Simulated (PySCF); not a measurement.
Molecule: 3-methylpyridine, C₆H₇N (charge 0, singlet). SMILES: c1(C)cccnc1
Geometry from a B3LYP-D3(BJ)/def2-TZVP (Ansatz) optimisation:
```
C
C 1 1.3935
H 2 1.0840 1 120.06
C 2 1.3858 3 120.39 1 -180.00
H 4 1.0821 2 121.08 3 0.00
C 4 1.3905 5 120.31 2 -180.00
N 6 1.3310 4 122.96 5 180.00
C 7 1.3325 6 117.63 4 0.00
H 6 1.0848 7 116.45 8 180.00
H 8 1.0862 7 116.03 6 180.00
C 1 1.5021 2 121.83 3 0.00
H 11 1.0900 1 111.14 2 180.00
H 11 1.0924 12 107.91 1 -122.17
H 11 1.0924 12 107.91 13 -115.66
```
Charge 0, spin multiplicity 1.

Dispersion corrections to the total energy (kcal/mol) from the dftd3 and dftd4 libraries through PySCF: D3(BJ) without and D4 with the three-body term, each with the damping fitted for the functional named.

```csv
functional,D3(BJ),D4
PBE0,___,-6.82
r2SCAN,-2.34,-2.08
PBE,-8.24,-8.13
HSE06,-5.26,___
BHLYP,-10.81,___
HF,-64.87,-30.65
B3LYP,-14.07,-12.99
```

Q: Complete the blanks.

A: 
- PBE0, D3(BJ): -7.06
- HSE06, D4: -6.30
- BHLYP, D4: -9.10
